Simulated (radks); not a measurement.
Values are calculated unless marked as measured or tabulated.
Problem. Radial electron density D(r) = 4 pi r^2 rho(r) of an atom or ion with 6 electrons. Code: a radial shooting solver on a logarithmic mesh with Libxc functionals. Model: scalar-relativistic Kohn-Sham, PBE, spin-unpolarised, spherical densities, point nucleus.

| r (bohr) | D(r) (e/bohr) |
|---|---|
| 0.005434 | 1.695 |
| 0.005981 | 2.005 |
| 0.006584 | 2.366 |
| 0.007247 | 2.786 |
| 0.008042 | 3.315 |
| 0.008852 | 3.880 |
| 0.009744 | 4.527 |
| 0.01073 | 5.263 |
| 0.01181 | 6.094 |
| 0.013 | 7.026 |
| 0.01431 | 8.061 |
| 0.01575 | 9.200 |
| 0.01747 | 10.55 |
| 0.01923 | 11.88 |
| 0.02117 | 13.30 |
| 0.0233 | 14.76 |
| 0.02565 | 16.25 |
| 0.02824 | 17.72 |
| 0.03108 | 19.12 |
| 0.03421 | 20.40 |
| 0.03796 | 21.57 |
| 0.04179 | 22.40 |
| 0.046 | 22.91 |
| 0.05063 | 23.06 |
| 0.05574 | 22.80 |
| 0.06135 | 22.13 |
| 0.06753 | 21.06 |
| 0.07434 | 19.65 |
| 0.08249 | 17.83 |
| 0.0908 | 16.03 |
| 0.09995 | 14.26 |
| 0.11 | 12.67 |
| 0.1211 | 11.41 |
| 0.1333 | 10.60 |
| 0.1467 | 10.27 |
| 0.1615 | 10.41 |
| 0.1792 | 11.00 |
| 0.1973 | 11.75 |
| 0.2172 | 12.50 |
| 0.239 | 13.01 |
| 0.2631 | 13.12 |
| 0.2896 | 12.68 |
| 0.3188 | 11.69 |
| 0.3509 | 10.22 |
| 0.3894 | 8.274 |
| 0.4286 | 6.375 |
| 0.4718 | 4.587 |
| 0.5194 | 3.065 |
| 0.5717 | 1.890 |
| 0.6293 | 1.067 |
| 0.6927 | 0.5475 |
| 0.7625 | 0.2526 |
| 0.8461 | 0.09579 |
| 0.9314 | 0.03425 |
| 1.025 | 0.01064 |
| 1.128 | 0.002833 |

What is the nuclear charge?

Solution. Z = 20. The innermost maximum, from 1s, lies near gamma/Z bohr with gamma = sqrt(1 - (Z/c)^2) = 0.989, here 0.0495 bohr (found: 0.0498), and its height grows with Z. The density is that of the calcium ion Ca14+ in [He] 2s2 2p2; the configuration itself is not fixed sharply by these data, and Z only to about a unit. D(r) has 2 maxima, at r = 0.0498, 0.257 bohr, and minima at 0.149 bohr, inside which lie 2.22 electrons.
